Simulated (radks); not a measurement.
Spherical quantum dot in the effective-mass picture: electrons in a hard-walled sphere of radius 7.51, with a point charge +2 (a donor) at the centre, all in effective atomic units (hartree* = m*/eps^2 hartree, bohr* = eps/m* bohr), one dielectric constant everywhere. Calculated with a radial shooting solver with Libxc functionals: non-relativistic Kohn-Sham, exchange-only LDA, spin-polarised, spherical densities. Levels are named by radial order and angular momentum (1s, 1p, 1d, 2s, ...), and open shells are averaged over m. Results are scaled to m* = 0.33 and eps = 5.7, for which hartree* = 276.4 meV and bohr* = 0.914 nm.

N = 8, configuration 1s2 1p(up 3, down 1) 2s2. This is the lowest configuration that the search found. Occupied and some empty levels:

| level | occupation | eigenvalue (meV) | <r> (nm) |
|---|---|---|---|
| 1s up | 1 | 210.64 | 0.9496 |
| 1s down | 1 | 211.26 | 0.9299 |
| 2s up | 1 | 297.04 | 4.474 |
| 1p up | 3 | 307.24 | 4.555 |
| 2s down | 1 | 307.25 | 4.484 |
| 1p down | 1 | 317.59 | 4.555 |
| 1d up | 0 | 332.19 | 4.781 |
| 1d down | 0 | 342.57 | 4.789 |
| 1f up | 0 | 364.94 | 4.946 |
| 1f down | 0 | 375.20 | 4.956 |
| 1g up | 0 | 404.99 | 5.080 |
| 2p up | 0 | 412.34 | 3.461 |
| 1g down | 0 | 415.08 | 5.090 |
| 2p down | 0 | 420.04 | 3.428 |

Energy (meV): total 248.551, kinetic 1066.4, external -2531.9, Hartree 2168.4, exchange-correlation -454.28.

Electron density:

| r (nm) | n(r) (e/nm^3) |
|---|---|
| 0.163 | 2.268 |
| 0.678 | 0.2974 |
| 1.19 | 0.05071 |
| 1.71 | 0.01183 |
| 2.22 | 0.005666 |
| 2.74 | 0.005752 |
| 3.25 | 0.007133 |
| 3.77 | 0.008473 |
| 4.28 | 0.009016 |
| 4.80 | 0.008226 |
| 5.31 | 0.006040 |
| 5.83 | 0.003158 |
| 6.34 | 0.0008340 |
| 6.86 | 8.512e-07 |
